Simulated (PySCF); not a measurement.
InH2F, SMILES [InH2][F].

Geometry optimised at r2SCAN-D4/def2-TZVP. The def2 effective core potentials stand for the cores of In; spin–orbit coupling is left out.

The numbers are results of TDDFT-ωB97X/def2-TZVPD (PySCF 2.14.0), not measurements.

Vertical excitations. The molecule is in vacuum. State labels are in the subgroup C2v.

```tsv
state	symmetry	energy (eV)	λ (nm)	f	main pairs
S1	A2	5.66	219	0.000	HOMO→LUMO 96 %
S2	B1	6.90	180	0.062	HOMO−1→LUMO 96 %
S3	B2	7.38	168	0.041	HOMO→LUMO+1 61 %, HOMO→LUMO+3 18 %
S4	A2	7.41	167	0.000	HOMO−3→LUMO 94 %
S5	A1	7.43	167	0.000	HOMO−2→LUMO 85 %
S6	B1	8.18	152	0.030	HOMO−2→LUMO+1 62 %, HOMO−2→LUMO+2 23 %
S7	B2	8.29	150	0.569	HOMO→LUMO+3 73 %, HOMO→LUMO+1 16 %
S8	B2	8.51	146	0.041	HOMO−3→LUMO+1 42 %, HOMO→LUMO+2 23 %, HOMO→LUMO+1 16 %, HOMO−3→LUMO+2 8 %
S9	A1	8.80	141	0.356	HOMO−1→LUMO+1 59 %, HOMO−1→LUMO+2 21 %
S10	B2	9.08	137	0.031	HOMO→LUMO+2 65 %, HOMO−3→LUMO+1 17 %
T1	A2	5.41	229	0	HOMO→LUMO 94 %
T2	B2	6.27	198	0	HOMO→LUMO+1 49 %, HOMO→LUMO+2 19 %, HOMO→LUMO+3 17 %
T3	B1	6.61	188	0	HOMO−1→LUMO 93 %
T4	A1	7.03	176	0	HOMO−2→LUMO 93 %
```
Triplets are in the Tamm–Dancoff approximation, which puts them higher than full response would, so one can lie above its singlet here.
